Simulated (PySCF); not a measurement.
A calculated (UHF, PySCF 2.14, x2c-TZVPPall, scalar relativity by spin-free X2C-1e) atom or ion has these occupied shells.

```
shell  electrons  orbital energy (eV)  rms radius, mean of both spins (bohr)
 1s α          1             -31981.7                                 0.0318
 1s β          1             -31981.4                                 0.0318
 2s α          1              -5010.4                                  0.130
 2s β          1              -5010.2                                  0.130
 2p α          3              -4495.0                                  0.116
 2p β          3              -4494.8                                  0.116
 3s α          1              -1047.4                                  0.343
 3s β          1              -1047.0                                  0.343
 3p α          3              -875.41                                  0.343
 3p β          3              -875.09                                  0.343
 3d α          5              -614.19                                  0.322
 3d β          5              -614.08                                  0.322
 4s α          1              -204.20                                  0.815
 4s β          1              -203.21                                  0.815
 4p α          3              -148.33                                  0.876
 4p β          3              -147.64                                  0.876
 4d α          5              -63.885                                   1.04
 4d β          5              -63.275                                   1.04
 5s α          1              -32.999                                   2.18
 5p α          3              -19.693                                   2.66
 5p β          1              -14.948                                   2.66
```

Name the element and its charge.

Te⁺ (tellurium, charge +1), in [Kr] 4d10 5s1 5p4, high-spin 4P determinant (an excited configuration).
